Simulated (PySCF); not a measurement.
VO2, SMILES [O]=[V]=[O] (connectivity only; charge and spin as stated), neutral, multiplicity 2. Atoms are numbered in the order given.

```xyz
3

V      0.0000     0.0000     0.3788
O      0.0000     1.3192    -0.5445
O      0.0000    -1.3192    -0.5445
```
Charge 0, spin multiplicity 2.

Coordinates come from a PBE-D3(BJ)/def2-TZVP optimisation. The multiplicity is an assumed one; other spin states were not compared.

All values below come from PBE/def2-TZVPD in PySCF.

Mulliken values depend strongly on the basis, most of all with diffuse functions as here. ESP charges are fitted to the potential on shells at 1.4 to 2.0 van der Waals radii. Atomic charges (e):

```csv
atom,Mulliken,ESP fit,Mulliken spin
V1,1.28,1.11,1.08
O2,-0.64,-0.55,-0.04
O3,-0.64,-0.55,-0.04
```
